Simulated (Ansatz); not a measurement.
```yaml
crystal:
  periodic: [false, false, false]
  atoms:
    - {symbol: C, position_ang: [0.874031, 3.268020, -1.952351]}
    - {symbol: Si, position_ang: [1.840312, 0.959186, 0.581105]}
    - {symbol: Ga, position_ang: [5.946676, -0.897159, 0.041472]}
    - {symbol: Ge, position_ang: [-1.086905, -2.479303, 0.610874]}
    - {symbol: Ge, position_ang: [-5.387354, -0.952544, 1.038443]}
    - {symbol: H, position_ang: [0.982558, 2.386320, -3.815153]}
    - {symbol: H, position_ang: [-1.062096, 3.920107, -1.658477]}
    - {symbol: H, position_ang: [2.115423, 4.916979, -1.954841]}
    - {symbol: H, position_ang: [1.597564, 2.171678, 3.118225]}
    - {symbol: H, position_ang: [7.253672, -0.976384, -2.632276]}
    - {symbol: H, position_ang: [7.329975, -2.225091, 2.313233]}
    - {symbol: H, position_ang: [-0.892248, -4.001844, -1.870399]}
    - {symbol: H, position_ang: [-0.509146, -4.327191, 2.787273]}
    - {symbol: H, position_ang: [-6.005020, 0.881949, -1.132745]}
    - {symbol: H, position_ang: [-5.681163, 0.481741, 3.549449]}
    - {symbol: H, position_ang: [-7.316259, -3.126462, 0.976113]}
basis:
  gaussian: {orbitals: def2-TZVPP}
hamiltonian: {xc: {name: BLYP}, dispersion: d4}
scf: {lower_state_search: off}
output: {forces: true}
```

```sh
$ ansatz run in.yaml --threads 2 --pin off --events-out ev --progress --plain --max-ram 32768MiB --backend cuda --devices 0, --max-vram 18GiB
```

Output, abridged:

```
Functional definition: BLYP
2201 factors; their error is unknown
mean field evaluation 1: about -174439.0691 eV, gradient 8.0e1 eV
mean field evaluation 2: about -173876.4703 eV, gradient 2.2e2 eV
mean field evaluation 4: about -174331.5453 eV, gradient 1.3e2 eV
mean field evaluation 8: about -174474.2254 eV, gradient 7.0e0 eV
mean field evaluation 16: about -174475.0217 eV, gradient 3.1e-6 eV
mean field -174475.02172514 eV, -6411.8387849814 hartree, gradient 3.0e-6 eV, S^2 0.000000; 0 other end points of the search recorded, 0 dependent functions left out
reference -174475.02261597 eV, -6411.8388177190 hartree; 63, 63 occupied and 308, 308 virtual orbitals, 2201 factors
Total energy: -174475.68583751 eV, -6411.8631906612 hartree
Atom 0 at     0.874031     3.268020    -1.952351 Å, force    -0.442547     1.109027    -1.178832 eV/Å
Atom 1 at     1.840312     0.959186     0.581105 Å, force    -0.430697     1.015371     0.875334 eV/Å
Atom 2 at     5.946676    -0.897159     0.041472 Å, force     0.718679    -0.381281    -0.107311 eV/Å
Atom 3 at    -1.086905    -2.479303     0.610874 Å, force     0.365137    -1.442831    -0.131726 eV/Å
Atom 4 at    -5.387354    -0.952544     1.038443 Å, force    -1.155577     0.459075     0.113317 eV/Å
Atom 5 at     0.982558     2.386320    -3.815153 Å, force    -0.162924     1.199524     2.380301 eV/Å
Atom 6 at    -1.062096     3.920107    -1.658477 Å, force     2.517524    -0.797231    -0.450967 eV/Å
Atom 7 at     2.115423     4.916979    -1.954841 Å, force    -1.655017    -2.103946    -0.061894 eV/Å
Atom 8 at     1.597564     2.171678     3.118225 Å, force     0.152178    -0.733259    -1.584561 eV/Å
Atom 9 at     7.253672    -0.976384    -2.632276 Å, force    -0.432461     0.043264     0.814905 eV/Å
Atom 10 at     7.329975    -2.225091     2.313233 Å, force    -0.458281     0.422323    -0.684159 eV/Å
Atom 11 at    -0.892248    -4.001844    -1.870399 Å, force    -0.093146     0.781980     1.325427 eV/Å
Atom 12 at    -0.509146    -4.327191     2.787273 Å, force    -0.300266     0.962055    -1.174720 eV/Å
Atom 13 at    -6.005020     0.881949    -1.132745 Å, force     0.302747    -0.878697     1.037503 eV/Å
Atom 14 at    -5.681163     0.481741     3.549449 Å, force     0.147304    -0.690420    -1.203439 eV/Å
Atom 15 at    -7.316259    -3.126462     0.976113 Å, force     0.927347     1.035046     0.030821 eV/Å
Dipole moment:     0.900014    -0.104973     0.110947 e Å
Checks for a lower state left out: stability, starts, cluster_reference, orbital_swaps, neighbouring_geometries, increment
```

In this input the coordinates are in bohr but typed as ångström. The run converged. The result belongs to that input, not to the molecule as meant.
